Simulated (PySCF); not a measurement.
Tm(II) with different ligands

Computed with PySCF 2.14.0, PBE0, def2-SVP on the ligands, density fitting, scalar-relativistic core potentials, no spin-orbit coupling, vacuum. The metal has lcecp-0-SVP with ECP59. Each complex is relaxed within the symmetry of a template of the same shape. Distances are means of the shortest metal–ligand contacts, charges and spins Mulliken's; removal energies are rigid, with the ligand's formal charge and no counterpoise, so too large; for an anion taken off a cation in vacuum most of it is the attraction of opposite charges, and multiply charged cations can part far more cheaply with an electron moved from ligand to metal. lcecp potentials hold a fixed number of 4f electrons in the core, out of states, spins and gaps.

```csv
complex,point group,M–first ligand (Å),charge on M (e),removal of one first-named ligand (eV),"strongest infrared band, degenerate modes summed (cm⁻¹)",unstable modes (below −25 cm⁻¹)
[TmCl3(NH3)]−,C3v,2.677,0.36,3.78,1070,0
[TmCl3(H2O)]−,Cs,2.686,0.44,4.36,747,0
[TmF3(H2O)]−,C1,2.196,0.71,5.46,2821,0
[TmH3(NH3)]−,Cs,2.287,-0.15,3.49,–,1
[TmH3(H2O)]−,Cs,2.280,0.00,4.24,563,0
[Tm(OH)3(NH3)]−,"C1, nearly C3",2.229,0.39,4.44,–,not given
```

(1) A further member has point group C3v, M–first ligand (Å) 2.182, charge on M (e) 0.63, removal of one first-named ligand (eV) 4.83, strongest infrared band, degenerate modes summed (cm⁻¹) 408, unstable modes (below −25 cm⁻¹) 0. Which complex is it?

Members with unstable modes aren't minima as they stand: saddle points kept by symmetry or, where the modes are soft, flat surfaces and noise. Moved off a saddle point of the template and relaxed again: [TmCl3(H2O)]−, [TmF3(H2O)]−, [TmH3(NH3)]−. One start shape was tried for each, so a minimum needn't be the lowest isomer.

Results:

(1) [TmF3(NH3)]−. This is one of several that fit.
